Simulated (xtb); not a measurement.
xtb input (GFN2-xTB):

```bash
xtb mol.xyz --gfn 2 --sp --chrg 0 --uhf 0
```
mol.xyz:
```
7

C     -1.85368168     0.07375943    -0.11011714
In     0.31493714    -0.01279911     0.01739074
H     -2.27071812    -0.01852115     0.89496088
H     -2.17490140     1.03036207    -0.52118036
H     -2.24506523    -0.73722476    -0.72201864
H      1.21765101     1.40458056     0.45973600
H      1.16320413    -1.49459677    -0.30294158
```

End of the output:

```
         :::::::::::::::::::::::::::::::::::::::::::::::::::::
         ::                     SUMMARY                     ::
         :::::::::::::::::::::::::::::::::::::::::::::::::::::
         :: total energy              -5.845067390086 Eh    ::
         :: gradient norm              0.009435463870 Eh/a0 ::
         :: HOMO-LUMO gap              4.430902661503 eV    ::
         ::.................................................::
         :: SCC energy                -5.906662572253 Eh    ::
         :: -> isotropic ES            0.009517080079 Eh    ::
         :: -> anisotropic ES          0.001977981878 Eh    ::
         :: -> anisotropic XC          0.002251245070 Eh    ::
         :: -> dispersion             -0.002315638867 Eh    ::
         :: repulsion energy           0.061595182167 Eh    ::
         :: add. restraining           0.000000000000 Eh    ::
         :: total charge              -0.000000000000 e     ::
         :::::::::::::::::::::::::::::::::::::::::::::::::::::

           -------------------------------------------------
          |                Property Printout                |
           -------------------------------------------------

    * Orbital Energies and Occupations

         #    Occupation            Energy/Eh            Energy/eV
      -------------------------------------------------------------
         1        2.0000           -0.5886203             -16.0172
         2        2.0000           -0.5445498             -14.8180
         3        2.0000           -0.4785423             -13.0218
         4        2.0000           -0.4778197             -13.0021
         5        2.0000           -0.4106127             -11.1733
         6        2.0000           -0.3976427             -10.8204 (HOMO)
         7                         -0.2348100              -6.3895 (LUMO)
         8                         -0.1844008              -5.0178
         9                         -0.0806915              -2.1957
        10                         -0.0577511              -1.5715
        11                         -0.0366658              -0.9977
        12                         -0.0067699              -0.1842
        13                          0.1113757               3.0307
        14                          0.1918217               5.2197
        15                          0.2204118               5.9977
        16                          0.2782293               7.5710
Note: The following floating-point exceptions are signalling: IEEE_UNDERFLOW_FLAG IEEE_DENORMAL
normal termination of xtb
        17                          0.7062438              19.2179
        18                          0.7623928              20.7458
      -------------------------------------------------------------
                  HL-Gap            0.1628327 Eh            4.4309 eV
             Fermi-level           -0.3162264 Eh           -8.6050 eV

     #   Z          covCN         q      C6AA      α(0)
     1   6 C        3.629    -0.170    24.279     7.096
     2  49 In       2.654     0.157   276.657    31.455
     3   1 H        0.926     0.061     2.192     2.315
     4   1 H        0.926     0.066     2.126     2.280
     5   1 H        0.926     0.068     2.108     2.271
     6   1 H        0.898    -0.092     5.287     3.598
     7   1 H        0.898    -0.091     5.258     3.588

 Mol. C6AA /au·bohr⁶  :        923.713207
 Mol. C8AA /au·bohr⁸  :      67113.244743
 Mol. α(0) /au        :         52.602610

Wiberg/Mayer (AO) data.
largest (>0.10) Wiberg bond orders for each atom

 ---------------------------------------------------------------------------
     #   Z sym  total        # sym  WBO       # sym  WBO       # sym  WBO
 ---------------------------------------------------------------------------
     1   6 C    3.972 --     3 H    0.937     4 H    0.936     5 H    0.936
                             2 In   0.871     7 H    0.146     6 H    0.146
     2  49 In   2.504 --     1 C    0.871     6 H    0.730     7 H    0.730
     3   1 H    0.996 --     1 C    0.937
     4   1 H    0.996 --     1 C    0.936
     5   1 H    0.995 --     1 C    0.936
     6   1 H    0.992 --     2 In   0.730     1 C    0.146     7 H    0.114
     7   1 H    0.992 --     2 In   0.730     1 C    0.146     6 H    0.114
 ---------------------------------------------------------------------------

Topologies differ in total number of bonds
Writing topology from bond orders to xtbtopo.mol

molecular dipole:
                 x           y           z       tot (Debye)
 q only:       -0.543       0.018      -0.043
   full:       -0.632       0.022      -0.034       1.611
molecular quadrupole (traceless):
                xx          xy          yy          xz          yz          zz
 q only:        0.875      -0.054      -1.372       0.049      -0.532       0.497
  q+dip:        1.312      -0.089      -1.072       0.080      -0.241      -0.240
   full:       -1.241       0.069      -2.898      -0.479      -1.982       4.139

           -------------------------------------------------
          | TOTAL ENERGY               -5.845067390086 Eh   |
          | GRADIENT NORM               0.009435463870 Eh/α |
          | HOMO-LUMO GAP               4.430902661503 eV   |
           -------------------------------------------------

------------------------------------------------------------------------
------------------------------------------------------------------------
 total:
 SCF:
```
